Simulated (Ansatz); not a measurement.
CH$_{3}$F$_{2}$GaO, SMILES `FC(F)[O][GaH2]` at its PBE0-D4/def2-TZVP geometry, where that method's forces vanish. Charge 0, multiplicity 1.

```xyz
8

F    -1.6800   -1.2568    0.0427
C    -0.3430   -1.0885    0.0342
F    -0.1008   -0.3397   -1.2061
O     0.1120   -0.3492    0.9974
Ga    0.5127    1.3033    0.1736
H     0.1307   -2.0608   -0.1294
H     2.0382    1.4814   -0.0615
H    -0.6698    2.3102    0.1491
```

(1) What forces (eV/Å) does ωB97M-V/def2-TZVPP give on these atoms in Ansatz? (Best estimate.)

Answers

(1) Computed: 
```
F1  -0.201  0.004 -0.004
C2   0.155 -0.388 -0.055
F3   0.021  0.109 -0.104
O4   0.062  0.108  0.178
Ga5  0.047  0.171 -0.053
H6  -0.051  0.110  0.017
H7  -0.146 -0.015  0.020
H8   0.113 -0.099  0.000
```
